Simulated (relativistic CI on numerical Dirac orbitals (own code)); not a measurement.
Pr¹¹⁺: sensitivity of the levels to the model

Base calculation: Dirac-Coulomb-Breit CI, orbitals from a KLI potential per configuration, model QED (radiative potential, 1s self-energy scaled to tabulated hydrogen-like ionisation energies), unscaled Slater integrals.

CI space (outside the closed core [Kr]): 4d10 5s2, 4d10 5s 5p, 4d10 5s 4f, 4d10 5s 5d, 4d10 4f 5d, 4d10 5s 5f, 4d10 5p 5d, 4d9 5s2 4f, 4d10 5s 5g, 4d10 5s 6s, 4d10 4f2, 4d9 4f3, 4d10 5p2, 4d9 4f 5p2, 4d10 4f 5p, 4d9 4f2 5p. Double excitations out of closed p, d and f shells are left out; levels of such configurations are missing from the list, as are those of other unlisted configurations, and high levels can miss mixing partners.

The lowest level and the first level of each name with at least 55 % of one term (blank where a level has no safe partner in the second run):

```csv
Level,Base (cm⁻¹),Shift (cm⁻¹)
4d10 5s2 1S_0,0.0,0.0
4d10 5s 4f 3F°_2,116819.9,+561.4
4d10 5s 4f 3F°_3,117924.0,+532.6
4d10 5s 4f 3F°_4,120078.0,+557.3
4d10 5s 4f 1F°_3,127141.1,-190.2
4d10 5s 5p 3P°_0,134878.0,+1604.1
4d10 5s 5p 3P°_1,142978.0,+1339.3
4d10 5s 5p 3P°_2,175952.8,+1540.3
4d10 5s 5p 1P°_1,212584.5,-1068.8
4d10 4f2 3H_4,272552.9,-228.0
4d10 4f2 3H_5,274934.3,-212.0
4d10 4f2 3H_6,277454.3,-219.8
4d10 4f2 3F_2,280370.4,-887.9
4d10 4f2 3F_3,281923.0,-872.1
```

At this charge transitions that keep the count of f electrons are usually good to a few per cent. Terms inside the open d or f shell come out 10 to 20 % too wide with unscaled integrals. Levels and lines within the n = 5 or 6 shells can be off by up to 10 % or somewhat more, and those that change n by about 2 %, since core polarisation is missing. Levels that differ in their count of f electrons can be misplaced by several ten thousand cm⁻¹, since the correlation energy of f electrons is missing or only estimated; rates across such gaps can be off by orders of magnitude.

Question: One thing was changed in a second run, which moved the levels as shown. Which?
A. configuration mixing switched off
B. non-relativistic limit
C. Breit term removed
D. QED terms removed
E. valence Slater integrals scaled by 0.9

Answer: E. Valence Slater integrals scaled by 0.9. Scaling acts on the splittings between terms and on the mixing, and leaves the fine structure of pure LS terms nearly alone; in jj coupling it moves the levels of one term differently.

LS names give the leading component of a level, which can be under half, so a name can repeat, a term be missing and a line seem to break the LS rules.
